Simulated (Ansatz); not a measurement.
Species: H₄GaN, SMILES `[NH2][GaH2]` (charge 0, multiplicity 1), formula H$_{4}$GaN.

Question: How many basis functions does frozen-core CCSD(T)/cc-pVTZ // PBE0-D3(BJ)/def2-TZVP in Ansatz (a program for electronic structure) use, how many core orbitals are frozen, and how many electrons are correlated?

Answer: 129 basis functions and 10 frozen orbitals, which leaves 22 correlated electrons (filled d shells below the valence shell are correlated). Core time is of the order of seconds.
